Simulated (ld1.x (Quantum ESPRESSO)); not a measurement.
Plane-wave convergence, PAW potential for lithium (Li)

ld1.x (Quantum ESPRESSO) 7.5 input, shortened:

```
&input
   title='Li', zed=3., rel=1, dft='PZ', iswitch=3,
   config='[He] 2s1 2p0'
 /
 &inputp
   pseudotype=3, lpaw=.true., tm=.true., lloc=-2, rcloc=1.25,
   nlcc=.false.,
   which_augfun='BESSEL', rmatch_augfun=0.90
 /
4
1S  1  0   2.00   0.00  1.05  1.10  0.0
2S  2  0   1.00   0.00  1.05  1.10  0.0
2P  2  1   0.00   0.00  4.20  4.75  0.0
2P  2  1   0.00   4.60  4.20  4.75  0.0
 &test
   configts(1)='1s2 2s1 2p0'
 /
```

The pseudo-atom Hamiltonian at the reference potential is diagonalised in spherical Bessel functions j_l(qr) that vanish at 20 bohr, with q² up to the cutoff. All-electron valence levels (Ry): 1s -3.7559, 2s -0.2114, 2p -0.0829.

Problem. How do the lowest levels (Ry) of each channel move with the cutoff, and are there ghosts?

Solution.

```
cutoff (Ry)     s #1     s #2    s #3     p #1     p #2    p #3    d #1    f #1    f #2  Σ f·Δε (mRy)
          8  -3.2332  -0.1676  0.0167  -0.0829   0.0398  0.1551  0.0443  0.0993  0.2204        1089.2
         12  -3.5256  -0.1806  0.0135  -0.0829   0.0378  0.1407  0.0443  0.0993  0.2204         491.3
         15  -3.6077  -0.1850  0.0125  -0.0829  -0.0505  0.0481  0.0443  0.0993  0.2204         322.9
         21  -3.7109  -0.1924  0.0108  -0.1862  -0.0829  0.0439  0.0443  0.0993  0.2204         109.0
         25  -3.7293  -0.1945  0.0103  -0.1985  -0.0829  0.0437  0.0443  0.0993  0.2204          70.2
         35  -3.7517  -0.2002  0.0090  -0.2007  -0.0829  0.0437  0.0443  0.0993  0.2204          19.6
         45  -3.7553  -0.2049  0.0080  -0.2031  -0.0829  0.0437  0.0443  0.0993  0.2204           7.7
         50  -3.7556  -0.2075  0.0073  -0.2039  -0.0829  0.0437  0.0443  0.0993  0.2204           4.5
         60  -3.7556  -0.2100  0.0068  -0.2046  -0.0829  0.0437  0.0443  0.0993  0.2204           2.0
         70  -3.7557  -0.2111  0.0065  -0.2046  -0.0829  0.0437  0.0443  0.0993  0.2204           0.7
         90  -3.7559  -0.2114  0.0065  -0.2047  -0.0829  0.0437  0.0443  0.0993  0.2204           0.1
        400  -3.7559  -0.2114  0.0064  -0.2047  -0.0829  0.0437  0.0443  0.0993  0.2204           0.0
```

Result: ghost state, extra bound levels that the all-electron valence spectrum of the same l lacks: p at -2.78 eV (a true bound ghost makes a file unfit for plane-wave use); 10 mRy is reached at 45 Ry and 1 mRy at 70 Ry.

Test run stopped at test 3 of 6 (negative rho).
